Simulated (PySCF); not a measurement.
## Excitation energy of P by level of theory

P [Ne] 3s2 3p3 (4S) → P [Ne] 3s1 3p3 3d1 (6D), as a difference of total energies. All numbers are calculated (PySCF 2.14, the spin-free X2C one-electron Hamiltonian (Gaussian nucleus), in aug-cc-pCVTZ-DK). Correlated levels: valence: [Ne] frozen. The calculations carry no spin-orbit coupling.

| method | excitation energy (eV) |
| --- | --- |
| UHF | 12.468 |
| MP2 (valence) | 13.977 |
| SCS-MP2 (valence) | 14.428 |
| CCSD (valence) | 14.188 |
| CCSD(T) (valence) | 14.281 |

Problem. How much does correlation contribute at CCSD(T) (valence)?

Solution. 14.281 − (12.468) = 1.813 eV, measured against UHF.

The upper state lies above the first ionisation limit, but in LS coupling its spin forbids autoionisation to the ground ion.

The promoted electron is Rydberg-like, and one or two diffuse shells describe it only roughly, which tends to raise the upper state.
